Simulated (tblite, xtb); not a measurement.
C4H12Ge, singlet, geometry from GFN2-xTB. Base run: GFN1-xTB run with xtb 6.7.1.

xtb was given this input:
```
$ xtb mol.xyz --gfn 1 --json

# file mol.xyz
17

Ge     1.19204730     0.56714476    -0.05754356
C     -0.14291499    -0.40813352     1.02478555
C     -1.47181421    -0.75171789     0.35417463
C     -1.27787032    -1.78595875    -0.74868490
C     -2.14060935     0.49817568    -0.20427519
H      2.47695911     0.63797260     0.70755841
H      1.51822983    -0.07475567    -1.36893037
H      0.79742154     1.98087734    -0.34754028
H     -0.33651492     0.20244411     1.91116398
H      0.32633876    -1.32831449     1.38212088
H     -2.13107858    -1.18576940     1.11818937
H     -0.64106043    -1.38068517    -1.53369694
H     -2.23428227    -2.05938865    -1.18936037
H     -0.81099573    -2.68634650    -0.35444740
H     -1.53940228     0.90778741    -1.01628749
H     -2.24171535     1.25754145     0.56886375
H     -3.13015973     0.26581165    -0.59224003
```

Programs used: tblite, xtb; a row that names a program was run with it.

Each row names what was changed in the base input (with any setting that the change needs).

| change | ΔE vs base (kcal/mol) | HOMO-LUMO gap (eV) | dipole (D) | G_solv (kcal/mol) | SCF cycles |
|---|---|---|---|---|---|
| base | 0.000 | 5.86 | 2.00 | - | 11 |
| program = tblite; method = gfn1; option = (--alpb, water) | ? | - | - | - | - |
| alpb = thf | -3.95 | 5.84 | 2.15 | -4.01 | 11 |
| program = tblite; method = gfn1; option = --spin-polarized | -0.001 | - | - | - | - |
| etemp = 5000 | -0.078 | 5.86 | 2.01 | - | 11 |
| alpb = dmf | -4.16 | 5.85 | 2.13 | -4.21 | 11 |
| acc = 1000 | 0.010 | 5.88 | 1.97 | - | 6 |

Question: Some entries are withheld; supply them.

Answer: 
- program = tblite; method = gfn1; option = (--alpb, water), ΔE vs base (kcal/mol): 1.10

ALPB and GBSA are two models with their own fitted parameters for each solvent, which aren't always the measured dielectric constant.
